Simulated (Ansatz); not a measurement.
Isolated molecules relaxed with PBE0-D4/def2-TZVP in Ansatz; ΔE leaves out vibrations. CCSD(T)/CBS adds triple-zeta CCSD(T) − MP2 to the extrapolated MP2 energy (def2 sets, frozen cores). This one scheme is used for every species. One conformer a species, not always the lowest.

`NC(=O)[SiH](F)Cl` + HCl → `F[SiH](Cl)Cl` + `NC=O`  (ligand exchange at the Si–C bond)

| species | SCS-MP2/def2-QZVPP energy (Eh) |
| --- | --- |
| `NC(=O)[SiH](F)Cl` | -1018.33828 |
| HCl | -460.33756 |
| `F[SiH](Cl)Cl` | -1309.06376 |
| `NC=O` | -169.65711 |

(1) Work out ΔE.

Largest T1 diagnostic among the species: 0.016.

Answers

(1) ΔE = (-1309.06376) + (-169.65711) − (-1018.33828) − (-460.33756) = -0.04503 Eh = -28.3 kcal/mol. CCSD(T)/CBS gives -27.2 kcal/mol.

The D4 term adds +1.2 kcal/mol with B3LYP and +0.7 kcal/mol with PBE0; it sums over pairs of atoms, weighted by their polarisabilities, and B3LYP, whose exchange is more repulsive, gets the larger term. In def2-TZVPP, CCSD(T) changes the Hartree–Fock value by +4.8 kcal/mol (the triples alone add +0.7 kcal/mol) and MP2 by +3.4 kcal/mol.

B3LYP here is the variant with VWN-RPA as its local correlation; programs differ in this.
